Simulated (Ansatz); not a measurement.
`C#[C][Ge]([Cl])([Cl])[C]#C` and `C#[C][Ge]([F])([Cl])[Cl]` differ in one atom or group.

Ansatz, PBE0-D4/def2-TZVP geometries, multiplicity 1. 

Scalar relativity is left out up to krypton.

| property | `C#[C][Ge]([Cl])([Cl])[C]#C` |
| --- | --- |
| HOMO energy (PBE0/def2-TZVPP) / eV | -8.79 |
| size of the dipole moment (ωB97M-V/def2-TZVPP) / D | 2.51 |
| LUMO energy (PBE0/def2-TZVPP) / eV | -1.24 |
| HOMO–LUMO gap (ωB97M-V/def2-TZVPP) / eV | 11.84 |
| HOMO–LUMO gap (B3LYP/def2-TZVPP) / eV | 7.08 |
| size of the dipole moment (B3LYP/def2-TZVPP) / D | 2.47 |

What does the change do to each property? (Estimate.)

Ansatz gave: 
```
                                          property  `C#[C][Ge]([F])([Cl])[Cl]`  shift
                HOMO energy (PBE0/def2-TZVPP) / eV                       -9.22  -0.43
size of the dipole moment (ωB97M-V/def2-TZVPP) / D                        2.66   0.15
                LUMO energy (PBE0/def2-TZVPP) / eV                       -1.21   0.03
           HOMO–LUMO gap (ωB97M-V/def2-TZVPP) / eV                       12.37   0.53
             HOMO–LUMO gap (B3LYP/def2-TZVPP) / eV                        7.48   0.40
  size of the dipole moment (B3LYP/def2-TZVPP) / D                        2.64   0.17
```

The zero-point energy changes by -43.5 kJ/mol with -6 modes. Dipoles are sizes alone; their direction can turn.

Positive LUMOs are unbound, so they and the gaps depend on the basis.

B3LYP here is the variant with VWN-RPA as its local correlation; programs differ in this.
